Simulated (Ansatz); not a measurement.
Basis-set series for C4H10F2InN, SMILES `CC(C)(C)[NH][In]([F])[F]`. The species carries charge 0 and has multiplicity 1. In: def2 effective core potential. All single points use the PBE0-D4/def2-TZVP geometry. It is one conformer, not always the lowest.

```csv
atom,x (Å),y (Å),z (Å)
C1,-1.6772,-0.9183,-0.2827
C2,-0.4254,-0.0852,-0.0162
C3,-0.1638,-0.0081,1.4810
C4,-0.6130,1.3207,-0.5840
N5,0.6979,-0.7887,-0.6446
In6,2.5916,-0.2093,-0.3604
F7,4.0584,-0.8101,-1.4773
F8,3.2746,0.8067,1.1451
H9,-2.5517,-0.4623,0.1868
H10,-1.8747,-0.9910,-1.3562
H11,-1.5540,-1.9279,0.1128
H12,0.7439,0.5658,1.7005
H13,-0.0485,-1.0096,1.9008
H14,-0.9907,0.4882,1.9926
H15,-0.7526,1.2852,-1.6676
H16,-1.4825,1.8181,-0.1462
H17,0.2649,1.9403,-0.3719
H18,0.5027,-1.0146,-1.6126
```

| functional | basis | functions | energy (Eh) | HOMO (eV) | LUMO (eV) |
| --- | --- | --- | --- | --- | --- |
| PBE0-D4 | def2-SVP | 174 | -602.32581 | -7.30 | -1.82 |
| PBE0-D4 | def2-QZVPP | 781 | -602.85342 | -7.47 | -2.07 |
| ωB97M-V | def2-SVP | 174 | -602.53714 | -9.59 | 0.15 |
| ωB97M-V | def2-QZVPP | 781 | -603.08288 | -9.78 | -0.33 |

(1) Give the rows for def2-TZVPP. (Best estimate.)

Results:

(1) Ansatz gave: 
```tsv
functional	basis	functions	energy (Eh)	HOMO (eV)	LUMO (eV)
PBE0-D4	def2-TZVPP	407	-602.82730	-7.44	-2.02
ωB97M-V	def2-TZVPP	407	-603.05787	-9.76	-0.16
```
